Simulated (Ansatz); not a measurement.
Start from `C[NH][Ga]([SH])[Cl]` and change one atom or group to get `[OH][Ga]([SH])[Cl]`.

Ansatz, PBE0-D4/def2-TZVP geometries, multiplicity 1. Each molecule was computed in one conformer, which needn't be the lowest.

Scalar relativity is left out up to krypton.

| property | `C[NH][Ga]([SH])[Cl]` |
| --- | --- |
| HOMO energy (PBE/def2-TZVPP) / eV | -5.77 |
| HOMO–LUMO gap (PBE/def2-TZVPP) / eV | 4.21 |
| LUMO energy (PBE/def2-TZVPP) / eV | -1.55 |
| size of the dipole moment (PBE/def2-TZVPP) / D | 3.14 |
| LUMO energy (ωB97M-V/def2-TZVPP) / eV | 1.21 |
| HOMO–LUMO gap (PBE0/def2-TZVPP) / eV | 6.46 |

Q: Give the same properties after the change, and the shifts. (Best estimate.)

A: Computed: 
```csv
property,`[OH][Ga]([SH])[Cl]`,shift
HOMO energy (PBE/def2-TZVPP) / eV,-6.86,-1.09
HOMO–LUMO gap (PBE/def2-TZVPP) / eV,4.75,0.54
LUMO energy (PBE/def2-TZVPP) / eV,-2.11,-0.56
size of the dipole moment (PBE/def2-TZVPP) / D,0.45,-2.69
LUMO energy (ωB97M-V/def2-TZVPP) / eV,0.70,-0.51
HOMO–LUMO gap (PBE0/def2-TZVPP) / eV,6.94,0.48
```

With PBE0 the HOMO falls by 1.04 eV and the LUMO falls by 0.56 eV, so the gap widens by about 0.48 eV. PBE moves the HOMO by -1.09 eV and ωB97M-V by -0.94 eV. Dipoles are sizes alone; their direction can turn.
